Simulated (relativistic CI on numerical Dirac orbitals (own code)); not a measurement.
# One change at a time: Sn XLI

Base calculation: Dirac-Coulomb-Breit CI, orbitals from a KLI potential per configuration, model QED (radiative potential, 1s self-energy scaled to tabulated hydrogen-like ionisation energies), unscaled Slater integrals.

Configuration list (outside the closed core 1s2): 2s²2p⁶, 2s²2p⁵3s, 2s²2p⁵3p, 2s²2p⁵3d, 2s2p⁶3s, 2s2p⁶3p, 2s2p⁶3d, 2s²2p⁵4s, 2s²2p⁵4p, 2s²2p⁵4d, 2s²2p⁵4f, 2s2p⁶4s, 2s2p⁶4p, 2s²2p⁴3s², 2s2p⁶4d, 2s2p⁶4f, 2s²2p⁵5s, 2s²2p⁴3s3p, 2s²2p⁵5p, 2s²2p⁵5d, 2s²2p⁵5f, 2s²2p⁵5g, 2s²2p⁴3p², 2s²2p⁴3s3d, 2s²2p⁴3p3d, 2s2p⁵3s², 2s²2p⁴3d², 2s2p⁵3s3p, 2s2p⁶5s, 2s2p⁵3p², 2s2p⁵3s3d, 2s2p⁶5p, 2s2p⁶5d, 2s2p⁶5f, 2s2p⁶5g, 2s2p⁵3p3d. Levels of other configurations are missing.

Variants: (1) valence Slater integrals scaled by 0.9; (2) Breit term removed; (3) QED terms removed. Shifts of the energy above 2s²2p⁶ ¹S0, in eV, for the lowest level and the first level of each name with at least 55 % of one term (blank where a level changes its place among those of its configuration and J or its character, or is not in the variant):

```
        Level     Base   Δ(1)   Δ(2)   Δ(3)
   2s²2p⁶ ¹S0     0.00   0.00   0.00   0.00
2s²2p⁵3s ³P°2  3543.28  +0.21  +5.45  -0.86
2s²2p⁵3s ¹P°1  3548.29  -0.28  +5.33  -0.87
 2s²2p⁵3p ³D3  3688.13  +0.36  +5.60  +0.22
 2s²2p⁵3p ¹P1  3688.13  +0.38  +5.38  +0.22
 2s²2p⁵3p ³P2  3695.62  -0.36  +5.09  +0.22
2s²2p⁵3s ³P°0  3779.84  +0.52  +7.56  -1.12
2s²2p⁵3s ³P°1  3782.27  +0.14  +8.68  -1.24
2s²2p⁵3d ³P°0  3786.42  +0.85  +5.73  +0.20
2s²2p⁵3d ³P°1  3790.80  +0.60  +5.65  +0.32
2s²2p⁵3d ³F°3  3794.38  +0.03  +6.20  +0.36
2s²2p⁵3d ³D°2  3797.92  -0.18  +5.49  +0.36
2s²2p⁵3d ³F°4  3804.94  +0.45  +6.73  +0.32
2s²2p⁵3d ¹D°2  3808.80  +0.08  +6.16  +0.32
```

At this charge energies of transitions that change n are usually good to better than 1 %, and those within a shell (Δn = 0) to a few per cent.

Ionisation energy from the two ground configurations alone: base 6412.39 eV; Breit term removed 6419.34 eV. The NIST ASD value (semi-empirical) is 6421 eV.

LS names give the leading component of a level, which can be under half, so a name can repeat, a term be missing and a line seem to break the LS rules.
